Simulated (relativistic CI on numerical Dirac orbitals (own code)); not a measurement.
Computed by Dirac-Coulomb-Breit CI, orbitals from a KLI potential per configuration, QED by a radiative potential, unscaled Slater integrals (own radial code, finite nucleus).

The strongest absorption lines from the ground level of an ion, among the configurations computed and to levels below about 425 eV (vacuum wavelength in Å, gf): 61.511 (0.39), 64.498 (5.6), 64.955 (3.1), 65.244 (2), 71.688 (0.099), 83.609 (1.7), 84.938 (0.93), 86.483 (0.54).

(1) Which ion is it?
A. Dy29+
B. Tm34+
C. Dy31+
D. Eu28+

Answers

(1) C. Dy31+ has 35 electrons and the ground level 4s2.4p5 2P°_3/2; the strongest line goes to 4s2.4p4.4d 2D_5/2. The pattern of lines fixes the number of electrons, and along that sequence the line energies rise steadily with the charge (about as its square where n changes within one kind of shell, about linearly where n is kept but much faster in heavy ions where fine structure, which grows about as Z⁴, sets the gap, and irregularly where shells cross), which fixes Z. Configurations outside the model, such as inner-shell arrays, can give stronger lines. At this charge energies of transitions that change n are usually good to better than 1 %, and those within a shell (Δn = 0) to a few per cent.

LS names give the leading component of a level, which can be under half, so a name can repeat, a term be missing and a line seem to break the LS rules.
